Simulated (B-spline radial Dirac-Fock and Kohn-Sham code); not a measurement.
Compton profile of Pb⁴⁰⁺

System: lead as Pb⁴⁰⁺, configuration [Kr] 4d6.

The run's input, task.json:

```json
{"items": [{
  "Z": 82,
  "q": 40,
  "cfg": [[1, 0, 2], [2, 0, 2], [2, 1, 6], [3, 0, 2], [3, 1, 6], [3, 2, 10], [4, 0, 2], [4, 1, 6], [4, 2, 6]],
  "A": 208,
  "rrms": 5.5012,
  "do": ["scatter"],
  "s": [0.0, 0.05, 0.1, 0.15, 0.2, 0.25, 0.3, 0.35, 0.4, 0.45, 0.5, 0.6, 0.7, 0.8, 0.9, 1.0, 1.1, 1.2, 1.4, 1.6, 1.8, 2.0, 2.5, 3.0, 3.5, 4.0, 5.0, 6.0],
  "pz": [0, 0.1, 0.2, 0.3, 0.4, 0.5, 0.6, 0.8, 1.0, 1.2, 1.4, 1.6, 1.8, 2.0, 2.5, 3.0, 4.0, 5.0, 7.0, 10.0, 15.0, 20.0, 30.0, 40.0, 60.0, 100.0],
  "hv_scatter": [8047.8, 10000, 17479.3, 30000, 50000, 100000, 500000, 1000000]
}]}
```

Launch: `python xray_run.py task.json out`

These are calculated numbers from a radial finite-basis atomic code; the model is the impulse approximation on relativistic Hartree-Fock (Dirac-Fock) wave functions, averaged over the configuration. pz is in atomic units of momentum; subshell profiles are per electron, for a selection of subshells; open shells are spread over both j values by their weights.

```csv
pz,J total,J 2s1/2,J 4s1/2,J 4d3/2,J 4d5/2
0,1.940,0.0314,0.122,0.0600,0.0610
0.5,1.934,0.0314,0.119,0.0600,0.0610
0.6,1.931,0.0314,0.118,0.0600,0.0610
0.8,1.924,0.0313,0.115,0.0600,0.0610
1,1.916,0.0313,0.112,0.0600,0.0610
1.2,1.905,0.0312,0.108,0.0600,0.0610
1.4,1.892,0.0312,0.103,0.0600,0.0609
1.6,1.878,0.0311,0.0983,0.0600,0.0609
1.8,1.861,0.0310,0.0928,0.0599,0.0609
2,1.842,0.0309,0.0872,0.0599,0.0609
2.5,1.787,0.0306,0.0725,0.0597,0.0606
3,1.720,0.0303,0.0582,0.0591,0.0600
4,1.557,0.0294,0.0349,0.0566,0.0572
5,1.372,0.0284,0.0214,0.0511,0.0513
7,1.022,0.0257,0.0152,0.0331,0.0325
10,0.6849,0.0210,0.0121,0.0103,0.00966
15,0.4025,0.0130,0.00243,0.00318,0.00331
20,0.2407,0.00694,0.00161,0.00276,0.00278
30,0.09740,0.00164,0.000617,0.000802,0.000736
40,0.04619,0.000793,0.000106,0.000180,0.000154
60,0.01486,0.000698,4.98e-05,1.24e-05,9.32e-06
100,0.003205,0.000245,1.93e-05,< 1e-6,< 1e-6
```

J(0) = 1.940. The 4p3/2 subshell gives the largest part, 17 %.

Mean momentum ⟨p⟩ by subshell (a.u.): 1s1/2 90.6, 2s1/2 32.3, 2p1/2 42.3, 2p3/2 36.1, 3s1/2 16.5, 3p1/2 19.6, 3p3/2 17.8, 3d3/2 21.3, 3d5/2 20.7, 4s1/2 9.70, 4p1/2 10.9, 4p3/2 10.2, 4d3/2 11.6, 4d5/2 11.3.
